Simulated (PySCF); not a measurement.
Bonds (- single, = double, # triple, : aromatic): C1-O2, O2-C3, C3-C4, C4-C5, C5-C6, C6-C7, C7-C3. C1 carries H8, H9, H10; C3 carries H11; C4 carries H12, H13; C5 carries H14, H15; C6 carries H16, H17; C7 carries H18, H19. H13, H14, H17, H18 are cis to O2 on the ring; H12, H15, H16, H19 are trans to O2 on the ring.

GIAO shifts from PySCF 2.14 on PBE0-D3(BJ)/def2-TZVP geometries (one conformer, non-relativistic, equivalent nuclei averaged), against TMS at the same level and in the same medium; PCM means IEF-PCM chloroform.

Measured (solution, not stated per compound (mostly CDCl3 or CCl4); Pretsch, Buehlmann, Badertscher, Structure Determination of Organic Compounds, 4th ed. (2009)): C3 82.2, C4/C7 31.4, C5/C6 23.1 ppm.

**Question.** Which unscaled values do B97-2/pcSseg-2, gas; WP04/pcSseg-2, PCM; wB97X-D/pcSseg-2, PCM give, and how close are they?

**Answer.** 
| atoms | measured | B97-2/pcSseg-2, gas | WP04/pcSseg-2, PCM | wB97X-D/pcSseg-2, PCM |
| --- | --- | --- | --- | --- |
| C3 | 82.2 | 87.0 | 90.9 | 88.0 |
| C4/C7 | 31.4 | 38.4 | 40.7 | 39.3 |
| C5/C6 | 23.1 | 31.0 | 33.3 | 30.9 |

Mean absolute error for 13C: B97-2/pcSseg-2, gas 6.6, WP04/pcSseg-2, PCM 9.4, wB97X-D/pcSseg-2, PCM 7.2 ppm.
